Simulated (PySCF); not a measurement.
InMe2(SiH3), C2H9InSi.
Bonds: In1–C2, In1–C6, In1–Si10. Hydrogens: H3, H4, H5 on C2; H7, H8, H9 on C6; H11, H12, H13 on Si10.

The calculation used PySCF, TDDFT PBE0/def2-SVPD, vertical, gas phase, core orbitals frozen in the response, def2 core potentials past Kr. Isolated species at its PBE0-D3(BJ)/def2-SVP geometry, gas phase. Spin–orbit coupling is left out.

Broadening: Gaussians 0.4 eV wide at half height, area fixed by f = 4.319×10⁻⁹ ∫ε dν̃. The width is an assumption, not a result. The curve ends short of the highest state used, and states not computed would add to its high-energy end.

```json
{"λ (nm)": "198.0", "ε (L mol⁻¹ cm⁻¹)": "10746"}
{"λ (nm)": "203.4", "ε (L mol⁻¹ cm⁻¹)": "10996"}
{"λ (nm)": "208.7", "ε (L mol⁻¹ cm⁻¹)": "11036"}
{"λ (nm)": "214.1", "ε (L mol⁻¹ cm⁻¹)": "13118"}
{"λ (nm)": "219.4", "ε (L mol⁻¹ cm⁻¹)": "11746"}
{"λ (nm)": "224.7", "ε (L mol⁻¹ cm⁻¹)": "6225"}
{"λ (nm)": "230.1", "ε (L mol⁻¹ cm⁻¹)": "1903"}
{"λ (nm)": "235.4", "ε (L mol⁻¹ cm⁻¹)": "371"}
{"λ (nm)": "240.8", "ε (L mol⁻¹ cm⁻¹)": "46"}
{"λ (nm)": "246.1", "ε (L mol⁻¹ cm⁻¹)": "4"}
{"λ (nm)": "251.4", "ε (L mol⁻¹ cm⁻¹)": "0"}
{"λ (nm)": "256.8", "ε (L mol⁻¹ cm⁻¹)": "0"}
{"λ (nm)": "262.1", "ε (L mol⁻¹ cm⁻¹)": "1"}
{"λ (nm)": "267.5", "ε (L mol⁻¹ cm⁻¹)": "4"}
{"λ (nm)": "272.8", "ε (L mol⁻¹ cm⁻¹)": "17"}
{"λ (nm)": "278.1", "ε (L mol⁻¹ cm⁻¹)": "52"}
{"λ (nm)": "283.5", "ε (L mol⁻¹ cm⁻¹)": "124"}
{"λ (nm)": "288.8", "ε (L mol⁻¹ cm⁻¹)": "227"}
{"λ (nm)": "294.2", "ε (L mol⁻¹ cm⁻¹)": "332"}
{"λ (nm)": "299.5", "ε (L mol⁻¹ cm⁻¹)": "391"}
{"λ (nm)": "304.8", "ε (L mol⁻¹ cm⁻¹)": "381"}
{"λ (nm)": "310.2", "ε (L mol⁻¹ cm⁻¹)": "312"}
{"λ (nm)": "315.5", "ε (L mol⁻¹ cm⁻¹)": "220"}
{"λ (nm)": "320.9", "ε (L mol⁻¹ cm⁻¹)": "134"}
{"λ (nm)": "326.2", "ε (L mol⁻¹ cm⁻¹)": "73"}
{"λ (nm)": "331.5", "ε (L mol⁻¹ cm⁻¹)": "35"}
{"λ (nm)": "336.9", "ε (L mol⁻¹ cm⁻¹)": "15"}
{"λ (nm)": "342.2", "ε (L mol⁻¹ cm⁻¹)": "6"}
{"λ (nm)": "347.6", "ε (L mol⁻¹ cm⁻¹)": "2"}
{"λ (nm)": "352.9", "ε (L mol⁻¹ cm⁻¹)": "1"}
```

Q: Where are the band maxima, and which computed states make them?

A: 301 nm (4.11 eV), ε about 400, made up of S1 (100%); 216 nm (5.75 eV), ε about 13000, made up of S3 (90%) and S4 (10%); 201 nm (6.18 eV), ε about 11000, made up of S4 (40%) and S5 (58%) (ε in L mol⁻¹ cm⁻¹; maxima over ε = 5, shares over 10%). The states used: S1 4.11 eV (f 0.0059); S2 4.40 eV (f 0.0000); S3 5.72 eV (f 0.181); S4 6.05 eV (f 0.089); S5 6.29 eV (f 0.120); S6 6.66 eV (f 0.0029); S7 6.83 eV (f 0.041); S8 6.86 eV (f 0.089); S9 6.86 eV (f 0.056).

Q: What would ε be at 5.75 eV, the highest of these maxima, with half the width (0.2 eV)?

A: About 22500 L mol⁻¹ cm⁻¹ against 13300, a factor of about 1.7; a lone state at its own centre would give exactly 2.

Q: On this curve, what absorbance would a 10⁻⁵ mol/L sample give at 222 nm over a 1 cm path?

A: 222 nm is 5.585 eV, where ε is about 9200 L mol⁻¹ cm⁻¹, so A = ε c l ≈ 0.092 (Beer–Lambert, with the gas-phase spectrum and the assumed width).

Q: Coming from long wavelengths, where does ε first pass 100 L mol⁻¹ cm⁻¹?

A: At about 324 nm (3.83 eV), 0.28 eV below S1.

All these states lie below the vertical ionisation energy of 8.69 eV (ΔSCF).

Time: 87 s of wall time. Hardware: one thread, x86-64 server, shared host.
